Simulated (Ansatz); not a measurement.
This triplet is an excited state, 1.73 eV above the relaxed singlet at the level B3LYP/cc-pVTZ // PBE0-D3(BJ)/def2-TZVP (Ansatz, a first-principles code).

These are PBE0-D3(BJ)/def2-TZVP run with Ansatz values and carry that method's errors. No frequencies were computed at this level.

Ansatz 0.2 input:
```yaml
crystal:
  periodic: [false, false, false]
  atoms:
    - { symbol: C, position_ang: [-1.184204, 0.38445, 0.02057] }
    - { symbol: C, position_ang: [-0.524839, -0.689565, -0.478546] }
    - { symbol: Si, position_ang: [1.27746, -0.960963, -0.294432] }
    - { symbol: O, position_ang: [2.222267, 0.044421, 0.579358] }
    - { symbol: H, position_ang: [-0.697214, 1.144161, 0.606443] }
    - { symbol: H, position_ang: [-2.241591, 0.503294, -0.140407] }
    - { symbol: H, position_ang: [-1.0693, -1.423386, -1.051931] }
    - { symbol: H, position_ang: [2.217419, 0.997586, 0.489015] }
basis:
  gaussian: { orbitals: def2-tzvp }
hamiltonian:
  xc: pbe0
  dispersion: d3bj
relax:
  max_steps: 150
magnetization:
  spin_polarized: true
  initial_magnetization: 2
```

Output:

```
Functional definition: PBE0
955 factors; their error is unknown
mean field evaluation 1: about -12039.4652 eV, gradient 5.7e1 eV
mean field evaluation 2: about -11985.7858 eV, gradient 1.1e2 eV
mean field evaluation 4: about -12053.9073 eV, gradient 1.6e1 eV
mean field evaluation 8: about -12055.2709 eV, gradient 3.2e-1 eV
mean field evaluation 16: about -12055.3032 eV, gradient 2.2e-3 eV
mean field -12055.30320112 eV, -443.0242212633 hartree, gradient 6.5e-5 eV, S^2 2.020189; 0 other end points of the search recorded, 0 dependent functions left out
reference -12055.30323103 eV, -443.0242223625 hartree; 20, 18 occupied and 134, 136 virtual orbitals, 955 factors
relax step   1: F+E_penalty+E_count = -12055.44348943 eV  Δ(F+E_penalty+E_count) = +0.000e0 eV  max|allowed force component| = 5.167e-1 eV/Å  Δτ_max = 0.0000 Å  (35 SCF iters, accepted)
these checks for a lower state are left out or cut short: starts, cluster_reference, orbital_swaps, neighbouring_geometries, increment
955 factors; their error is unknown
mean field -12055.33492547 eV, -443.0253871116 hartree, gradient 5.6e-5 eV, S^2 2.020165; 0 other end points of the search recorded, 0 dependent functions left out
reference -12055.33495534 eV, -443.0253882093 hartree; 20, 18 occupied and 134, 136 virtual orbitals, 955 factors
relax step   2: F+E_penalty+E_count = -12055.47512372 eV  Δ(F+E_penalty+E_count) = -3.163e-2 eV  max|allowed force component| = 1.353e0 eV/Å  Δτ_max = 0.1444 Å  (37 SCF iters, accepted)
these checks for a lower state are left out or cut short: starts, cluster_reference, orbital_swaps, neighbouring_geometries, increment
955 factors; their error is unknown
mean field evaluation 32: about -12055.3355 eV, gradient 3.4e-1 eV
mean field -12055.33643505 eV, -443.0254425877 hartree, gradient 5.4e-5 eV, S^2 2.020180; 0 other end points of the search recorded, 0 dependent functions left out
reference -12055.33646499 eV, -443.0254436877 hartree; 20, 18 occupied and 134, 136 virtual orbitals, 955 factors
relax step   3: F+E_penalty+E_count = -12055.47632691 eV  Δ(F+E_penalty+E_count) = -1.203e-3 eV  max|allowed force component| = 1.832e0 eV/Å  Δτ_max = 0.1610 Å  (38 SCF iters, accepted)
these checks for a lower state are left out or cut short: starts, cluster_reference, orbital_swaps, neighbouring_geometries, increment
955 factors; their error is unknown
mean field -12055.32715662 eV, -443.0251016114 hartree, gradient 1.7e-5 eV, S^2 2.018689; 0 other end points of the search recorded, 0 dependent functions left out
reference -12055.32718622 eV, -443.0251026994 hartree; 20, 18 occupied and 134, 136 virtual orbitals, 955 factors
relax step   4: F+E_penalty+E_count = -12055.46828503 eV  Δ(F+E_penalty+E_count) = +8.042e-3 eV  max|allowed force component| = 8.048e-1 eV/Å  Δτ_max = 0.2000 Å  (43 SCF iters, rejected (line search))
these checks for a lower state are left out or cut short: starts, cluster_reference, orbital_swaps, neighbouring_geometries, increment
955 factors; their error is unknown
mean field -12055.37938716 eV, -443.0270210486 hartree, gradient 5.0e-5 eV, S^2 2.019895; 0 other end points of the search recorded, 0 dependent functions left out
reference -12055.37941692 eV, -443.0270221421 hartree; 20, 18 occupied and 134, 136 virtual orbitals, 955 factors
relax step   5: F+E_penalty+E_count = -12055.51950210 eV  Δ(F+E_penalty+E_count) = -4.318e-2 eV  max|allowed force component| = 7.495e-1 eV/Å  Δτ_max = 0.0977 Å  (36 SCF iters, accepted)
these checks for a lower state are left out or cut short: starts, cluster_reference, orbital_swaps, neighbouring_geometries, increment
955 factors; their error is unknown
mean field -12055.37781072 eV, -443.0269631156 hartree, gradient 5.1e-5 eV, S^2 2.019659; 0 other end points of the search recorded, 0 dependent functions left out
reference -12055.37784022 eV, -443.0269641996 hartree; 20, 18 occupied and 134, 136 virtual orbitals, 955 factors
relax step   6: F+E_penalty+E_count = -12055.51738079 eV  Δ(F+E_penalty+E_count) = +2.121e-3 eV  max|allowed force component| = 1.795e-1 eV/Å  Δτ_max = 0.1000 Å  (36 SCF iters, rejected (line search))
these checks for a lower state are left out or cut short: starts, cluster_reference, orbital_swaps, neighbouring_geometries, increment
955 factors; their error is unknown
mean field evaluation 64: about -12055.3937 eV, gradient 2.2e-5 eV
mean field -12055.39372716 eV, -443.0275480339 hartree, gradient 2.2e-5 eV, S^2 2.019986; 0 other end points of the search recorded, 0 dependent functions left out
reference -12055.39375687 eV, -443.0275491257 hartree; 20, 18 occupied and 134, 136 virtual orbitals, 955 factors
relax step   7: F+E_penalty+E_count = -12055.53328283 eV  Δ(F+E_penalty+E_count) = -1.378e-2 eV  max|allowed force component| = 2.349e-1 eV/Å  Δτ_max = 0.0500 Å  (37 SCF iters, accepted)
these checks for a lower state are left out or cut short: starts, cluster_reference, orbital_swaps, neighbouring_geometries, increment
955 factors; their error is unknown
mean field -12055.38997769 eV, -443.0274102432 hartree, gradient 2.2e-5 eV, S^2 2.020284; 0 other end points of the search recorded, 0 dependent functions left out
reference -12055.39000723 eV, -443.0274113287 hartree; 20, 18 occupied and 134, 136 virtual orbitals, 955 factors
relax step   8: F+E_penalty+E_count = -12055.52962216 eV  Δ(F+E_penalty+E_count) = +3.661e-3 eV  max|allowed force component| = 2.319e-1 eV/Å  Δτ_max = 0.0488 Å  (37 SCF iters, rejected (line search))
these checks for a lower state are left out or cut short: starts, cluster_reference, orbital_swaps, neighbouring_geometries, increment
955 factors; their error is unknown
mean field -12055.39563632 eV, -443.0276181941 hartree, gradient 2.6e-5 eV, S^2 2.020058; 0 other end points of the search recorded, 0 dependent functions left out
reference -12055.39566596 eV, -443.0276192834 hartree; 20, 18 occupied and 134, 136 virtual orbitals, 955 factors
relax step   9: F+E_penalty+E_count = -12055.53518339 eV  Δ(F+E_penalty+E_count) = -1.901e-3 eV  max|allowed force component| = 5.103e-2 eV/Å  Δτ_max = 0.0217 Å  (37 SCF iters, accepted)
these checks for a lower state are left out or cut short: starts, cluster_reference, orbital_swaps, neighbouring_geometries, increment
955 factors; their error is unknown
mean field -12055.39566857 eV, -443.0276193794 hartree, gradient 2.0e-5 eV, S^2 2.019857; 0 other end points of the search recorded, 0 dependent functions left out
reference -12055.39569819 eV, -443.0276204677 hartree; 20, 18 occupied and 134, 136 virtual orbitals, 955 factors
relax step  10: F+E_penalty+E_count = -12055.53524306 eV  Δ(F+E_penalty+E_count) = -5.967e-5 eV  max|allowed force component| = 8.188e-2 eV/Å  Δτ_max = 0.0156 Å  (37 SCF iters, accepted)
these checks for a lower state are left out or cut short: starts, cluster_reference, orbital_swaps, neighbouring_geometries, increment
955 factors; their error is unknown
mean field -12055.39593537 eV, -443.0276291841 hartree, gradient 2.1e-5 eV, S^2 2.019965; 0 other end points of the search recorded, 0 dependent functions left out
reference -12055.39596499 eV, -443.0276302726 hartree; 20, 18 occupied and 134, 136 virtual orbitals, 955 factors
relax step  11: F+E_penalty+E_count = -12055.53546420 eV  Δ(F+E_penalty+E_count) = -2.211e-4 eV  max|allowed force component| = 7.340e-3 eV/Å  Δτ_max = 0.0045 Å  (40 SCF iters, accepted)
955 factors; their error is unknown
mean field evaluation 96: about -12039.3184 eV, gradient 5.7e1 eV
mean field -12055.39593537 eV, -443.0276291841 hartree, gradient 5.4e-5 eV, S^2 2.019965; 1 other end points of the search recorded, 0 dependent functions left out
reference -12055.39596499 eV, -443.0276302726 hartree; 20, 18 occupied and 134, 136 virtual orbitals, 955 factors
Total energy: -12055.53549382 eV, -443.0327578623 hartree
Atom 0 at    -1.241237     0.358722     0.041605 Å, force    -0.002565     0.003683     0.001596 eV/Å
Atom 1 at    -0.525812    -0.649446    -0.495775 Å, force     0.007340    -0.005849    -0.001172 eV/Å
Atom 2 at     1.256367    -0.898698    -0.249439 Å, force    -0.005024     0.000828    -0.000727 eV/Å
Atom 3 at     2.057097     0.169015     0.724373 Å, force    -0.004129    -0.005900     0.003224 eV/Å
Atom 4 at    -0.787685     1.112530     0.675273 Å, force    -0.000956    -0.002353    -0.001306 eV/Å
Atom 5 at    -2.307573     0.445684    -0.138995 Å, force    -0.000849     0.000228    -0.000328 eV/Å
Atom 6 at    -1.021279    -1.391820    -1.117311 Å, force     0.001204     0.003769     0.002435 eV/Å
Atom 7 at     2.570121     0.854011     0.290338 Å, force     0.004981     0.005595    -0.003721 eV/Å
Dipole moment:     0.098274     0.170273    -0.196059 e Å
```

Cost: roughly 70 core-seconds.
